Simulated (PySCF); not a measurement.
Gas-phase reaction: SnO2 + SnCl2 → 2 SnO + Cl2

Method: PySCF energies plus ideal-gas RRHO corrections (1 bar). † marks an energy on the PBE0/def2-TZVP geometry and frequencies; other levels use their own. CCSD(T) freezes the core. All species are closed-shell singlets. Sn: scalar-relativistic def2 core potential, no spin-orbit coupling. SnO2: computed as isolated molecules; such fragments, hydroxides, amides, oligomers or adducts are transient or little studied in the gas. CCSD(T) isn't extrapolated to the basis-set limit; its ΔH°(298 K) is 190.4 kJ in def2-SVP and 216.3 kJ in def2-TZVPP. The harmonic model lacks anharmonicity and excited electronic states, which grow with temperature; levels with a mode under 35 cm⁻¹ are left out. Soft modes under 120 cm⁻¹ make the harmonic entropy rough for SnCl2. Warning, large T1 diagnostic: SnO, SnO2 (CCSD(T)/def2-TZVPP†).

```
level                ΔE electronic, kJ  ΔH°(298 K), kJ  ΔS°(298 K), J/K  ΔG°(2000 K), kJ
-------------------  -----------------  --------------  ---------------  ---------------
BLYP/def2-TZVP†                    205             203              125              -29
CCSD(T)/def2-TZVPP†                219             216              125              -16
PBE/def2-SVP                       234             231              123                2
PBE0/def2-SVP†                     250             248              125               16
r2SCAN/def2-TZVP†                  260             258              125               26
LDA/def2-TZVP†                     252             249              125               17
```
ΔH° is lowest at BLYP/def2-TZVP† and highest at r2SCAN/def2-TZVP†. No reference value is set beside these.
